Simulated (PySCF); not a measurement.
Structure with atom numbers: `[SiH3:1][CH2:2][C:3]1=[CH:4][C:5]2([CH2:6][CH2:7]2)[C:8]([Cl:9])=[CH:10]1`; H(Xn) means a hydrogen on atom n.

Single conformer, isolated molecule, relativity neglected, equivalent nuclei averaged. Geometry from GFN2-xTB; GIAO PBE0/pcSseg-1 shieldings; PySCF.

Question: Predict the 2D correlation tables (HSQC, COSY, HMBC).

Answer: 

HSQC (one-bond C–H):
```
                  δH            δC
       6.42 (H(C10))   134.8 (C10)
        5.86 (H(C4))    136.0 (C4)
        2.14 (H(C2))     15.9 (C2)
1.42 (Hb(C6)/Ha(C7))  17.1 (C6/C7)
1.42 (Ha(C6)/Hb(C7))  17.1 (C6/C7)
```

COSY cross peaks (H two or three bonds apart, from the bond graph; peaks can be absent where the dihedral angle is near 90°):
```
                  δH                    δH
       3.91 (H(Si1))          2.14 (H(C2))
1.42 (Hb(C6)/Ha(C7))  1.42 (Ha(C6)/Hb(C7))
```

HMBC (two and three bonds, from the bond graph):
```
                  δH                                                                       δC
       6.42 (H(C10))                 152.1 (C8), 148.2 (C3), 136.0 (C4), 41.5 (C5), 15.9 (C2)
        5.86 (H(C4))  152.1 (C8), 148.2 (C3), 134.8 (C10), 41.5 (C5), 17.1 (C6/C7), 15.9 (C2)
       3.91 (H(Si1))                                                    148.2 (C3), 15.9 (C2)
        2.14 (H(C2))                                      148.2 (C3), 136.0 (C4), 134.8 (C10)
1.42 (Hb(C6)/Ha(C7))                          152.1 (C8), 136.0 (C4), 41.5 (C5), 17.1 (C6/C7)
1.42 (Ha(C6)/Hb(C7))                          152.1 (C8), 136.0 (C4), 41.5 (C5), 17.1 (C6/C7)
```

References, each an isolated molecule treated in the same way: $^{1}$H, $^{13}$C vs TMS.

Short H···H contacts in this conformer between protons four or more bonds apart (candidates for NOE cross peaks, intensity ∝ r⁻⁶): H(C2)···H(C4) 2.69 Å, H(C2)···H(C10) 2.74 Å.

Carbons that carry Cl, above all several Cl atoms, come out too deshielded, partly because spin–orbit coupling is missing. Shifts are as computed. Against solution values, carbons near 30 ppm lie about +3 ppm off and those near 130 ppm about +5 ppm; carbons on Cl a further +6 ppm. Of 1211 compounds with measured shifts, 218 miss one by over three times the rms of a fit or turn the order of signals round; such compounds aren't used in these exercises.
